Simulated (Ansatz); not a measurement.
C₄H₁₀Be, charge -1, doublet, at a GFN2-xTB geometry (such geometries of metal compounds can be far from the true shape) (a state made from the parent by changing its charge; the spin is typed, not shown lowest) (a gas-phase anion, which may not be bound at this level); BHLYP/STO-3G in Ansatz (a first-principles code).

The Ansatz input:
Ansatz 0.2 input:
```yaml
crystal:
  periodic: [false, false, false]
  atoms:
    - {symbol: Be, position_ang: [0.88495218, 0.42830483, -0.38015508]}
    - {symbol: C, position_ang: [1.39662151, -0.60768527, 1.05205713]}
    - {symbol: C, position_ang: [0.95147789, -1.93514229, 0.46554251]}
    - {symbol: H, position_ang: [0.82845398, -0.44311119, 1.98329159]}
    - {symbol: H, position_ang: [2.44841924, -0.71955583, 1.38032029]}
    - {symbol: H, position_ang: [1.51302885, -2.15105337, -0.45002473]}
    - {symbol: H, position_ang: [-0.10018075, -1.88438454, 0.18991389]}
    - {symbol: H, position_ang: [1.07323820, -2.81030499, 1.13446827]}
    - {symbol: C, position_ang: [-0.98415472, 0.55670125, -0.46277029]}
    - {symbol: C, position_ang: [-1.58167665, 1.89074909, -0.90050341]}
    - {symbol: H, position_ang: [-1.39939613, 0.33177120, 0.53383697]}
    - {symbol: H, position_ang: [-1.41619321, -0.22157419, -1.12140351]}
    - {symbol: H, position_ang: [-1.25836344, 2.14055156, -1.91569281]}
    - {symbol: H, position_ang: [-1.23494686, 2.69569103, -0.24647054]}
    - {symbol: H, position_ang: [-2.68747680, 1.92101417, -0.89357480]}
basis:
  gaussian:
    orbitals: STO-3G
hamiltonian:
  xc: {name: BHLYP}
total_charge: -1
magnetization: {spin_polarized: true, initial_magnetization: 1}
```

Output, abridged:

```
Functional definition: BHLYP
484 factors; integrals over basis functions are off by at most 3.5e-4 eV
mean field evaluation 1: about -4646.4640 eV, gradient 1.3e1 eV
mean field evaluation 2: about -4648.1435 eV, gradient 6.4e0 eV
mean field evaluation 4: about -4648.4145 eV, gradient 1.1e0 eV
mean field evaluation 8: about -4649.0951 eV, gradient 1.8e-1 eV
mean field evaluation 16: about -4649.0958 eV, gradient 3.0e-4 eV
mean field -4649.09577025 eV, -170.8511182865 hartree, gradient 6.2e-5 eV, S^2 0.750211; 0 other end points of the search recorded, 0 dependent functions left out
reference -4649.09591967 eV, -170.8511237773 hartree; 20, 19 occupied and 15, 16 virtual orbitals, 484 factors
Total energy: -4649.09591967 eV, -170.8511237773 hartree
```
